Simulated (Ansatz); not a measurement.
Al2Te2⁻. Total charge -1; doublet. Geometry B3LYP-D4/def2-SVP, that of the neutral singlet; atoms count from 1.

```xyz
4

Al   -0.577    0.618    1.357
Al    0.577   -0.621   -1.356
Te   -1.892   -0.290   -0.672
Te    1.892    0.293    0.671
```

In the def2 sets Te takes a core potential; there is no spin–orbit coupling. The structure comes from a short search, and lower isomers may exist.

Estimate the Mulliken populations from the PBE0/def2-TZVPD orbitals of Ansatz.


```
atom  charge (e)  spin (α − β)
 Al1       -0.30          0.21
 Al2       -0.30          0.21
 Te3       -0.20          0.29
 Te4       -0.20          0.29
```
Mulliken values depend strongly on the basis. With diffuse functions, as here, like atoms can get unlike values, and bond orders can come out too low or too high.

Where does the spin sit?

Summed by element: Al 0.43, Te 0.57, of 1 unpaired in all. Largest on single atoms: Te3 0.29, Te4 0.29, Al1 0.21.

And the Mayer bond orders between heavy atoms (over 0.3)?

Al1–Al2 0.49 (3.20 Å); Al1–Te3 0.82 (2.58 Å); Al1–Te4 0.82 (2.58 Å); Al2–Te3 0.82 (2.58 Å); Al2–Te4 0.82 (2.58 Å).
